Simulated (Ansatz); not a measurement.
Basis-set extrapolation for `C=C(N)B(C)O` (PBE0-D4/def2-TZVP geometry, frozen core, Ansatz 0.2.0). Multiplicity 1, RHF reference.

```tsv
	def2-TZVPP	def2-QZVPP
HF	-272.418996	-272.431772
MP2 correlation	-1.050519	-1.123310
CCSD(T) correlation	-1.137276	not run
```

Energies in hartree. Use E(X) = E(∞) + A·exp(−7.88·√X) for Hartree–Fock and E(X) = E(∞) + B·X^(−2.97) for correlation, with X = 3 and 4, and add CCSD(T) minus MP2 of the smaller set to the MP2 limit.

What is the CCSD(T) energy at the basis-set limit?

HF limit: -272.431772 + (-0.012776) × 0.13774 = -272.43353. MP2 limit: -1.123310 + (-0.072791) × 0.74074 = -1.17723. Higher-order term: -1.137276 − (-1.050519) = -0.08676. Total: -273.69752 hartree, 3.84 eV below CCSD(T)/def2-TZVPP.
